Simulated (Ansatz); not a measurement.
Compare A (`C#C[SiH2]O`) with its isomer B (`O[SiH]1C=C1`).

Isolated molecules relaxed with PBE0-D4/def2-TZVP in Ansatz; ΔE leaves out vibrations. CCSD(T)/CBS adds triple-zeta CCSD(T) − MP2 to the extrapolated MP2 energy (def2 sets, frozen cores). Functionals use def2-TZVPP. One conformer a species, not always the lowest.

Question: Which isomer does CCSD(T)/CBS put lower? Give the gap. (Best estimate.)

Answer: The calculation gave: A, by 24.6 kJ/mol.

Question: Give E(B) − E(A) in kJ/mol with HF/def2-TZVPP, PBE-D4, r2SCAN-D4, CCSD(T)/def2-TZVPP, PBE0-D4, B2PLYP, CCSD/def2-TZVPP. (Estimate.)

Answer: Computed: HF/def2-TZVPP 42.6, PBE-D4 0.7, r2SCAN-D4 6.2, CCSD(T)/def2-TZVPP 26.5, PBE0-D4 -2.4, B2PLYP 29.3, CCSD/def2-TZVPP 27.9. The order is the other way round with PBE0-D4.

Question: Does the order hold for the free energy at 298.15 K (harmonic terms from PBE0-D4)? (An estimate is asked.)

Answer: The calculation gave: Yes: G(B) − G(A) = +36.8 kJ/mol, for one conformer each.

Largest T1 diagnostic: 0.012.

From r2SCAN to r2SCAN0 (25 % exact exchange), in def2-TZVPP and without D4, E(B) − E(A) moves by −4.1 kJ/mol. In def2-TZVPP, CCSD(T) changes the Hartree–Fock value by −16.1 kJ/mol (the triples alone add −1.4 kJ/mol) and MP2 by −14.7 kJ/mol.
